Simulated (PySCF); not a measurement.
Si(SH)4 (H4S4Si), SMILES S[Si](S)(S)S.

Coordinates come from a r2SCAN-D4/def2-SVP optimisation. One conformer was computed; it need not be the lowest.

These are PBE/def2-TZVP (PySCF) values and carry that method's errors.

Symmetry labels are those of the subgroup C2 that the program uses (full group S4).

Computed valence orbital energies around the gap with their symmetry:
```
orbital  symmetry  energy (eV)
-------  --------  -----------
HOMO−7          A        -9.33
HOMO−6          A        -8.85
HOMO−5          B        -8.30
HOMO−4          B        -8.30
HOMO−3          A        -6.90
HOMO−2          A        -6.84
HOMO−1          B        -6.40
HOMO            B        -6.40
LUMO            A        -1.50
LUMO+1          B        -0.78
LUMO+2          B        -0.78
LUMO+3          A        -0.74
```
